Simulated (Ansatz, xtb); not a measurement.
System: silicon dioxide molecule, SiO₂, net charge 0, singlet state. SMILES: O=[Si]=O
Structure (B3LYP-D3(BJ)/def2-TZVP (Ansatz, a quantum-chemistry and plane-wave program) minimum search):
```xyz
3

O      0.0000     0.0000    -1.5101
Si     0.0000     0.0000     0.0000
O      0.0000     0.0000     1.5101
```

Harmonic wavenumbers from GFN2-xTB (xtb, at its own minimum), cm⁻¹: 341, 341, 1180, 1695.

Give the harmonic wavenumbers at B3LYP-D3(BJ)/def2-TZVP (Ansatz, finite differences of forces, unscaled).

291, 291, 999, 1448 cm⁻¹. Zero-point energy 4.3 kcal/mol.

From these and the geometry, give the ideal-gas thermochemistry at 298.15 K and 1 atm (rigid rotor, harmonic oscillator).

Point group D∞h, rotational symmetry number 2. Rotational constants 6.926, 6.926 GHz. S(trans) 38.20, S(rot) 14.12, S(vib) 3.05, S(elec, spin only) 0.00, S 55.4 cal/(mol K). H(298) - H(0) 2.64 kcal/mol; G - E(el) -9.5 kcal/mol.
